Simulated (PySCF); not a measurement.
# The third ionisation energy along the 5p block

All values are computed (PySCF 2.14, energy differences of UHF-based or UKS calculations, no spin-orbit coupling). Values in eV. The last column holds reference values (NIST; (s) semi-empirical, (t) theoretical, else measured). Unmarked ones compare directly (S terms, centres of terms, or small fine structure); those marked * lie between the lowest fine-structure levels and include a spin-orbit shift.

```
                                                                              element                         configurations     LDA     PBE  r2SCAN  SCS-MP2 (valence)  MP2 (valence and next inner shell)  SCS-MP2 (valence and next inner shell)           reference
In (x2c-QZVPPall with one added diffuse shell each of s, p, d, f type, spin-free X2C)              [Kr] 4d10 5s1 → [Kr] 4d10  28.971  28.565  28.228                n/a                              28.065                                  27.810              28.044
Sn (x2c-QZVPPall with one added diffuse shell each of s, p, d, f type, spin-free X2C)          [Kr] 4d10 5s2 → [Kr] 4d10 5s1  31.165  30.688  30.304             29.366                              30.551                                  30.450              30.506
Sb (x2c-QZVPPall with one added diffuse shell each of s, p, d, f type, spin-free X2C)      [Kr] 4d10 5s2 5p1 → [Kr] 4d10 5s2  24.958  24.726  24.874             24.393                              24.622                                  24.548            25.323 *
Te (x2c-QZVPPall with one added diffuse shell each of s, p, d, f type, spin-free X2C)  [Kr] 4d10 5s2 5p2 → [Kr] 4d10 5s2 5p1  27.733  27.501  27.685             27.268                              27.578                                  27.445      27.84 ± 0.04 *
 I (x2c-QZVPPall with one added diffuse shell each of s, p, d, f type, spin-free X2C)  [Kr] 4d10 5s2 5p3 → [Kr] 4d10 5s2 5p2  30.506  30.291  30.560             30.212                              30.600                                  30.400     29.57 ± 0.025 *
Xe (x2c-QZVPPall with one added diffuse shell each of s, p, d, f type, spin-free X2C)  [Kr] 4d10 5s2 5p4 → [Kr] 4d10 5s2 5p3  30.867  30.509  30.523             30.229                              30.329                                  30.359  31.05 ± 0.04 (s) *
```

"Valence" correlates the outer s and p shells and, in groups 3 to 12 and the f block, the outer d or f shell, open or full, or the next shell where the ion has no valence electron left; the wider scheme adds the next inner shell.
